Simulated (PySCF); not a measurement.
Cl3H2NSi.

```xyz
7

N      1.9560     0.2823     0.0000
Si     0.2761     0.0324     0.0000
Cl    -0.5037     0.8942     1.6964
Cl    -0.5037     0.8942    -1.6964
Cl    -0.3197    -1.9486     0.0000
H      2.5007     0.1462     0.8457
H      2.5007     0.1462    -0.8457
```

Coordinates come from a B3LYP-D3(BJ)/def2-SVP optimisation. The values are those of a single conformer.

The numbers are results of PBE/pcSseg-1 (PySCF), not measurements. Non-relativistic, no solvent.

Computed absolute GIAO shielding of each atom: isotropic value and principal components (ppm):
```csv
atom,σ(iso),σ11,σ22,σ33,span
N1,203.4,181.7,182.5,246.0,64.3
Si2,331.1,313.0,324.8,355.5,42.5
Cl3,776.0,645.4,696.5,986.1,340.7
Cl4,776.0,645.4,696.5,986.1,340.7
Cl5,715.9,586.9,617.6,943.3,356.5
H6,29.6,23.1,25.8,39.8,16.7
H7,29.6,23.1,25.8,39.8,16.7
```
